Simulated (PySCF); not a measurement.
A calculated (M06-2X, PySCF 2.14, x2c-TZVPPall, the spin-free X2C one-electron Hamiltonian (Gaussian nucleus)) atom or ion has these occupied shells.

| shell | electrons | orbital energy (eV) | rms radius, mean of both spins (bohr) |
| --- | --- | --- | --- |
| 1s α | 1 | -911.87 | 0.183 |
| 1s β | 1 | -909.71 | 0.183 |
| 2s α | 1 | -88.685 | 0.910 |
| 2s β | 1 | -81.383 | 0.910 |
| 2p α | 3 | -63.465 | 0.905 |
| 2p β | 1 | -58.631 | 0.905 |

(1) Name the element and its charge.

Results:

(1) Ne²⁺ (neon, charge +2), in [He] 2s2 2p4, high-spin 3P determinant.
